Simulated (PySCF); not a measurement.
**Relaxation of singlet HGeN**

Computed with PySCF, PBE0, basis Ge def2-TZVP, N def2-TZVP, H def2-TZVP (no relativity, density fitting). A (50,194) grid was used.

A hand-made bent start, of Cs symmetry, held to at least that symmetry:

Coordinates in bohr (charge 0 multiplicity 1):
```
Ge    0.3899    0.0000   -0.3106
N    -2.2570    0.0000    1.5428
H     2.7583    0.0000    1.3478
```

Optimiser trace:
| step | E − E(last) (kJ/mol) | largest gradient (Eh/bohr) |
| --- | --- | --- |
| 0 | 51.73 | 0.02248 |
| 1 | 43.28 | 0.01315 |
| 2 | 24.55 | 0.02801 |
| 3 | 17.56 | 0.02703 |
| 4 | 6.02 | 0.01616 |
| 5 | 1.45 | 0.01416 |
| 6 | 0.28 | 0.00913 |
| 7 | 0.04 | 0.00249 |
| 8 | 0.01 | 0.00065 |
| 9 | 0.00 | 0.00002 |

It ends at C∞v with Ge–H 1.520 Å, Ge–N 1.628 Å; H–Ge–N 179.9°. No frequency check is given, so it may be a saddle point.

The relaxation took roughly 22 core-seconds on a shared host.
